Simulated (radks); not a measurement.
Results of a calculation; reference values are marked as such.
Species: Pm IV. Configuration: [Kr] 4d10 4f4 5s2 5p5 5f1 (not the ground configuration).

Level of theory: scalar-relativistic Kohn-Sham, exchange-only PBE, spin-polarised, spherical densities, finite nucleus; open shells are filled with parallel spins first (spin-orbit coupling, left out, can overturn this in heavy ions); Fermi nuclear charge, rms radius 4.962 fm (a radial shooting solver on a logarithmic mesh with Libxc functionals).

Energy parts (eV):
| part | energy |
|---|---|
| total | -272492.11 |
| kinetic | 290701.67 |
| electron-nucleus | -660548.73 |
| Hartree | 103454.89 |
| exchange | -6099.95 |

Orbitals (lengths in bohr, moments of r in powers of bohr; r(90%) holds 90 % of the orbital's charge):
orbital  occ.  eigenvalue (eV)      <r^2>  r(90%)      <r^4>   <1/r>
1s up       1        -45056.45  0.0007317  0.0419  1.417e-06   67.42
1s down     1        -45056.38  0.0007317  0.0419  1.417e-06   67.42
2s up       1        -7357.140    0.01156   0.153  0.0002296   15.59
2s down     1        -7357.089    0.01156   0.153  0.0002295   15.59
2p up       3        -6574.671   0.009261   0.142  0.0001696   14.67
2p down     3        -6574.602   0.009261   0.142  0.0001696   14.67
3s up       1        -1634.400    0.07760   0.382   0.009098   5.692
3s down     1        -1632.958    0.07751   0.382   0.009074   5.696
3p up       3        -1388.677    0.07767   0.388   0.009512   5.372
3p down     3        -1387.233    0.07756   0.387   0.009481   5.377
3d up       5        -1051.573    0.06574   0.369   0.007731   5.099
3d down     5        -1050.448    0.06560   0.368   0.007694   5.103
4s up       1        -356.2157     0.3957   0.850     0.2275   2.390
4s down     1        -352.4236     0.3954   0.850     0.2271   2.390
4p up       3        -275.4489     0.4464   0.911     0.2977   2.202
4p down     3        -271.6443     0.4460   0.910     0.2971   2.203
4d up       5        -161.3050     0.5438    1.03     0.4795   1.933
4d down     5        -157.4569     0.5433    1.03     0.4794   1.933
4f up       4         -39.1313      1.055    1.54      2.624   1.410
4f down     0         -35.3344      1.096    1.57      2.924   1.399
5s up       1         -75.9807      2.147    1.98      6.660  0.9582
5s down     1         -72.6856      2.188    2.00      6.947  0.9480
5p up       3         -55.0929      2.792    2.27      11.55  0.8311
5p down     2         -52.2109      2.871    2.31      12.26  0.8177
5d up       0         -28.8775      5.142    3.15      41.75  0.6059
5d down     0         -26.7993      5.331    3.21      44.42  0.5904
5f up       1         -11.7684      20.36    6.25      630.7  0.2969
6s up       0         -24.8469      10.90    4.42      165.8  0.4105
6s down     0         -23.1587      10.74    4.37      160.3  0.4143

The highest occupied level is 5f up at -11.768 eV. The configuration is held as typed, so some empty levels lie below it. The spin density at the nucleus is -1.817 e/bohr^3 (1s -0.449, 2s -0.258, 3s -7.846, 4s 0.309, 5s 6.428). Spin moment in Bohr magnetons: 6. The electron density at the nucleus is 5.138e+05 e/bohr^3 (large components only).
